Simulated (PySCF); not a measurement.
Li⁻ (lithium, charge -1) across methods

[He] 2s2, closed-shell 1S. All numbers are calculated (PySCF 2.14, scalar relativity by spin-free X2C-1e, in aug-cc-pCVQZ-DK (9s8p6d4f2g, 109 functions)).

```
 method  E (hartree)  mean ε 1s (eV)  mean ε 2s (eV)  Σ⟨r²⟩ (bohr²)   ⟨S²⟩
  B97-3      -7.5066         -51.609           0.446          81.73  0.000
   PBE0      -7.4860         -51.099           0.465          77.31  0.000
 r2SCAN      -7.4968         -48.676           0.808          81.52  0.000
    UHF     -7.42886         -63.202          -0.393          87.10  0.000
    PBE      -7.4816         -47.007           0.863          81.22  0.000
 PBEsol      -7.4163         -46.590           0.865          81.95  0.000
wB97X-V      -7.4956         -53.343          -0.667          71.80  0.000
    LDA      -7.3663         -46.336           0.805          84.20  0.000
```

The highest occupied level is positive at B97-3, PBE0, r2SCAN, PBE, PBEsol, LDA: only the finite basis holds that electron, which in a density functional comes from self-interaction.
